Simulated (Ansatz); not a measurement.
Reactions of `N=C[NH][AlH][F]`.

Calculated with Ansatz (gas phase, PBE0-D4/def2-TZVP geometries, no zero-point term in ΔE). CBS: MP2 limit from def2 TZ/QZ plus the TZ coupled-cluster correction, frozen cores. This one scheme is used for every species, atoms too. Functionals use def2-TZVPP. Open shells (•) are unrestricted, without spin–orbit coupling. Spin–orbit coupling would lower the free atoms: a little for Al, C, F. Each species was taken in one conformer, which may not be the lowest.

```json
{"reaction": "`N=C[NH][AlH][F]` + `CSC` → `C[S][AlH][F]` + `CNC=N`", "CCSD(T)/CBS(def2) (kJ/mol)": "5"}
{"reaction": "`N=C[NH][AlH][F]` + `C=C([SiH3])OC` → `C=C([SiH3])[O][AlH][F]` + `CNC=N`", "CCSD(T)/CBS(def2) (kJ/mol)": "-52"}
{"reaction": "`N=C[NH][AlH][F]` → Al• + C• + F• + 4 H• + 2 N•", "CCSD(T)/CBS(def2) (kJ/mol)": "?"}
{"reaction": "`N=C[NH][AlH][F]` → `N=[C](N)[AlH][F]`", "CCSD(T)/CBS(def2) (kJ/mol)": "95"}
{"reaction": "`N=C[NH][AlH][F]` + `CN[SiH3]` → `[F][AlH][NH][SiH3]` + `CNC=N`", "CCSD(T)/CBS(def2) (kJ/mol)": "-33"}
```

**Question.** Fill in the missing values. (An estimate is asked.)

**Answer.** Ansatz gave: `N=C[NH][AlH][F]` → Al• + C• + F• + 4 H• + 2 N•: +3420.3 kJ/mol.

Largest T1 diagnostic: 0.018, for Al•.
